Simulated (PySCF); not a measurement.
C2H7ClFNSi. Atoms are numbered in the order given.

```xyz
13

C     -2.0216    -0.7190     1.3150
C     -1.3303     0.5822     0.8859
Si     0.3357     0.3292     0.0808
N      1.4539    -0.4285     1.1457
F      0.8458     1.7891    -0.4781
Cl     0.2013    -0.8958    -1.5933
H     -1.3963    -1.2872     2.0329
H     -2.1976    -1.3803     0.4427
H     -3.0018    -0.5236     1.7950
H     -1.1739     1.2592     1.7561
H     -1.9588     1.1582     0.1731
H      1.6328    -0.0170     2.0650
H      2.2947    -0.8710     0.7679
```

Coordinates come from a PBE-D3(BJ)/def2-SVP optimisation. The structure was generated by enumeration; whether it is a known compound was not checked. One conformer was computed; it need not be the lowest.

Level of theory: PBE-D3(BJ)/def2-SVP run with PySCF.

Frequencies are harmonic and unscaled.

```json
[
 {"mode": "1", "ν (cm⁻¹)": "66", "IR (km/mol)": "0.6", "moving atoms (share of kinetic energy)": "C 38 %, H 36 %, Cl 13 %, N 10 %"},
 {"mode": "2", "ν (cm⁻¹)": "126", "IR (km/mol)": "0.5", "moving atoms (share of kinetic energy)": "C 30 %, Cl 22 %, H 21 %, F 17 %"},
 {"mode": "3", "ν (cm⁻¹)": "144", "IR (km/mol)": "8.0", "moving atoms (share of kinetic energy)": "H 52 %, F 16 %, N 14 %, C 10 %"},
 {"mode": "4", "ν (cm⁻¹)": "174", "IR (km/mol)": "4.5", "moving atoms (share of kinetic energy)": "H 56 %, N 13 %, Cl 9 %, Si 9 %, C 9 %"},
 {"mode": "5", "ν (cm⁻¹)": "229", "IR (km/mol)": "7.3", "moving atoms (share of kinetic energy)": "H 47 %, N 16 %, F 16 %, C 9 %"},
 {"mode": "6", "ν (cm⁻¹)": "262", "IR (km/mol)": "1.8", "moving atoms (share of kinetic energy)": "H 35 %, F 33 %, Cl 15 %, C 9 %"},
 {"mode": "7", "ν (cm⁻¹)": "281", "IR (km/mol)": "15.4", "moving atoms (share of kinetic energy)": "H 54 %, Cl 12 %, N 10 %, C 9 %"},
 {"mode": "8", "ν (cm⁻¹)": "289", "IR (km/mol)": "27.2", "moving atoms (share of kinetic energy)": "H 26 %, F 23 %, N 18 %, C 14 %, Si 13 %"},
 {"mode": "9", "ν (cm⁻¹)": "357", "IR (km/mol)": "18.0", "moving atoms (share of kinetic energy)": "H 37 %, C 29 %, Si 19 %, F 13 %"},
 {"mode": "10", "ν (cm⁻¹)": "386", "IR (km/mol)": "140.8", "moving atoms (share of kinetic energy)": "H 48 %, N 35 %"},
 {"mode": "11", "ν (cm⁻¹)": "502", "IR (km/mol)": "46.3", "moving atoms (share of kinetic energy)": "Cl 40 %, Si 27 %, C 10 %, H 9 %"},
 {"mode": "12", "ν (cm⁻¹)": "661", "IR (km/mol)": "42.6", "moving atoms (share of kinetic energy)": "H 52 %, C 25 %, Si 17 %"},
 {"mode": "13", "ν (cm⁻¹)": "670", "IR (km/mol)": "14.6", "moving atoms (share of kinetic energy)": "H 53 %, C 28 %, N 9 %, Si 8 %"},
 {"mode": "14", "ν (cm⁻¹)": "808", "IR (km/mol)": "117.8", "moving atoms (share of kinetic energy)": "H 59 %, Si 18 %, N 15 %"},
 {"mode": "15", "ν (cm⁻¹)": "833", "IR (km/mol)": "138.4", "moving atoms (share of kinetic energy)": "Si 38 %, F 30 %, H 15 %, N 14 %"},
 {"mode": "16", "ν (cm⁻¹)": "900", "IR (km/mol)": "114.8", "moving atoms (share of kinetic energy)": "Si 38 %, N 23 %, H 21 %, F 16 %"},
 {"mode": "17", "ν (cm⁻¹)": "943", "IR (km/mol)": "21.9", "moving atoms (share of kinetic energy)": "H 80 %, C 14 %"},
 {"mode": "18", "ν (cm⁻¹)": "957", "IR (km/mol)": "29.0", "moving atoms (share of kinetic energy)": "H 70 %, C 16 %, Si 10 %"},
 {"mode": "19", "ν (cm⁻¹)": "1030", "IR (km/mol)": "15.8", "moving atoms (share of kinetic energy)": "C 70 %, H 29 %"},
 {"mode": "20", "ν (cm⁻¹)": "1203", "IR (km/mol)": "4.0", "moving atoms (share of kinetic energy)": "H 79 %, C 21 %"},
 {"mode": "21", "ν (cm⁻¹)": "1222", "IR (km/mol)": "5.0", "moving atoms (share of kinetic energy)": "H 58 %, C 41 %"},
 {"mode": "22", "ν (cm⁻¹)": "1345", "IR (km/mol)": "1.0", "moving atoms (share of kinetic energy)": "H 82 %, C 18 %"},
 {"mode": "23", "ν (cm⁻¹)": "1375", "IR (km/mol)": "7.3", "moving atoms (share of kinetic energy)": "H 91 %, C 9 %"},
 {"mode": "24", "ν (cm⁻¹)": "1423", "IR (km/mol)": "6.4", "moving atoms (share of kinetic energy)": "H 97 %"},
 {"mode": "25", "ν (cm⁻¹)": "1430", "IR (km/mol)": "6.6", "moving atoms (share of kinetic energy)": "H 96 %"},
 {"mode": "26", "ν (cm⁻¹)": "1482", "IR (km/mol)": "56.5", "moving atoms (share of kinetic energy)": "H 89 %, N 11 %"},
 {"mode": "27", "ν (cm⁻¹)": "2968", "IR (km/mol)": "10.5", "moving atoms (share of kinetic energy)": "H 94 %"},
 {"mode": "28", "ν (cm⁻¹)": "2973", "IR (km/mol)": "26.9", "moving atoms (share of kinetic energy)": "H 97 %"},
 {"mode": "29", "ν (cm⁻¹)": "3024", "IR (km/mol)": "2.7", "moving atoms (share of kinetic energy)": "H 91 %, C 9 %"},
 {"mode": "30", "ν (cm⁻¹)": "3060", "IR (km/mol)": "16.3", "moving atoms (share of kinetic energy)": "H 90 %, C 10 %"},
 {"mode": "31", "ν (cm⁻¹)": "3066", "IR (km/mol)": "14.0", "moving atoms (share of kinetic energy)": "H 91 %, C 9 %"},
 {"mode": "32", "ν (cm⁻¹)": "3494", "IR (km/mol)": "31.1", "moving atoms (share of kinetic energy)": "H 96 %"},
 {"mode": "33", "ν (cm⁻¹)": "3593", "IR (km/mol)": "33.0", "moving atoms (share of kinetic energy)": "H 91 %, N 9 %"}
]
```
